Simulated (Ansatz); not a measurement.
The first iterations of a band of C2H9NO2Sn (15 atoms, charge 0, multiplicity 1).

Computed with RKS B3LYP-D4/def2-SVP in Ansatz 0.2.0.

| Property | Result |
| --- | --- |
| movable images | 5 |
| climbing image | from the first iteration |
| spring | 5.0 eV/Å² |
| optimiser | lbfgs |
| start path | IDPP |
| force threshold | 0.03 eV/Å |
| iteration limit | 48 |
| end points | relaxed |

Initial state:

```xyz
15
Properties=species:S:1:pos:R:3
N -0.018 -1.627 1.823
Sn 0.929 -0.224 0.649
O 2.667 -1.098 0.153
C 0.037 0.191 -1.294
C -1.072 1.202 -1.072
O -1.715 0.859 0.157
H 0.074 -2.557 1.408
H -1.019 -1.426 1.868
H 1.247 1.176 1.607
H 3.204 -1.297 0.932
H -0.353 -0.766 -1.673
H 0.804 0.553 -1.994
H -0.645 2.222 -1.016
H -1.804 1.197 -1.905
H -2.357 1.543 0.388
```

Final state:

```xyz
15
Properties=species:S:1:pos:R:3
N -0.626 -1.365 1.640
Sn 0.959 -0.410 0.732
O 2.171 -1.911 0.183
C 0.496 0.529 -1.177
C -0.925 1.051 -1.091
O -1.076 1.649 0.196
H -0.946 -2.163 1.088
H -1.421 -0.732 1.741
H 1.745 0.575 1.905
H 2.508 -2.402 0.945
H 0.624 -0.214 -1.978
H 1.217 1.344 -1.337
H -1.136 1.790 -1.890
H -1.640 0.214 -1.218
H -1.973 1.995 0.290
```

| iteration | highest image above the first end (eV) | largest band force component (eV/Å) |
| --- | --- | --- |
| 1 | 0.139 | 1.077 |
| 2 | 0.101 | 0.440 |
| 3 | 0.085 | 0.296 |
| 4 | 0.070 | 0.416 |
| 5 | 0.065 | 0.270 |
| 6 | 0.063 | 0.187 |
| 7 | 0.056 | 0.163 |
| 8 | 0.052 | 0.176 |

Does the band converge within its limit, and where does its top end?

It converged. It ended after 26 iterations with the highest image 0.045 eV above the first end. The order of the stationary point at the top wasn't checked.

Time of the run: 13 min on 2 threads of Arm Neoverse V1, with other jobs on the host, peak memory 0.44 GiB.
